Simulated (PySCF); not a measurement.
**SMILES N#CC(F)=C=CF, C4HF2N**

Geometry (Å), atoms numbered from 1 in this order:
```xyz
8

N    -2.2860    1.8492   -0.1794
C    -1.6765    0.8827   -0.0429
C    -0.9033   -0.3057    0.1266
F    -1.5856   -1.4302   -0.1019
C     0.3509   -0.2999    0.4755
C     1.6198   -0.2443    0.7466
F     2.0924   -0.2545    1.9867
H     2.3992   -0.1905   -0.0069
```

Computed, not measured: PySCF 2.14.0, TDDFT CAM-B3LYP/def2-TZVPD circular dichroism and optical rotation, one conformer, gas phase. Geometry: PBE0-D3(BJ)/def2-TZVP.

No stereocentre is labelled: unless the shape is locked (an allene, a helicene, a hindered biaryl), the mirror image is equally populated and a measured rotation or CD is zero.

**Question.** Draw the ECD and absorption spectra from the lowest 12 states, each a Gaussian of half-width 0.2 eV at 1/e height.

**Answer.** 
| E (eV) | λ (nm) | Δε (L mol⁻¹ cm⁻¹) | ε (L mol⁻¹ cm⁻¹) |
| --- | --- | --- | --- |
| 4.55 | 273 | 0.00 | 0.0907 |
| 4.65 | 267 | +0.04 | 0.86 |
| 4.75 | 261 | +0.22 | 4.95 |
| 4.85 | 256 | +0.77 | 17.3 |
| 4.95 | 250 | +1.65 | 36.8 |
| 5.05 | 246 | +2.23 | 48.2 |
| 5.15 | 241 | +2.21 | 42.2 |
| 5.25 | 236 | +2.32 | 32.3 |
| 5.35 | 232 | +2.74 | 29.5 |
| 5.45 | 228 | +2.53 | 26 |
| 5.55 | 223 | +1.50 | 30.5 |
| 5.65 | 219 | +0.53 | 166 |
| 5.75 | 216 | +0.03 | 985 |
| 5.85 | 212 | -0.32 | 3660 |
| 5.95 | 208 | -0.76 | 8240 |
| 6.05 | 205 | -1.05 | 11300 |
| 6.15 | 202 | -0.87 | 9340 |
| 6.25 | 198 | -0.44 | 4690 |
| 6.35 | 195 | -0.14 | 1430 |
| 6.45 | 192 | -0.05 | 265 |
| 6.55 | 189 | -0.12 | 31.4 |
| 6.65 | 186 | -0.37 | 24.4 |
| 6.75 | 184 | -0.68 | 270 |
| 6.85 | 181 | -0.47 | 2140 |
| 6.95 | 178 | +1.38 | 10400 |
| 7.05 | 176 | +5.71 | 30800 |
| 7.15 | 173 | +10.75 | 55300 |
| 7.25 | 171 | +11.85 | 60400 |
| 7.35 | 169 | +7.01 | 41100 |
| 7.45 | 166 | -1.89 | 20800 |
| 7.55 | 164 | -10.93 | 15500 |
| 7.65 | 162 | -10.41 | 18200 |
| 7.75 | 160 | +4.12 | 18600 |
| 7.85 | 158 | +16.12 | 16500 |
| 7.95 | 156 | +11.96 | 14100 |
| 8.05 | 154 | +2.40 | 10300 |
| 8.15 | 152 | -1.19 | 5380 |
| 8.25 | 150 | -1.01 | 1830 |
| 8.35 | 148 | -1.49 | 550 |
| 8.45 | 147 | -3.81 | 559 |

Δε uses R in velocity form, ε uses f in length form. Only the states computed contribute, so the short-wavelength end is incomplete.
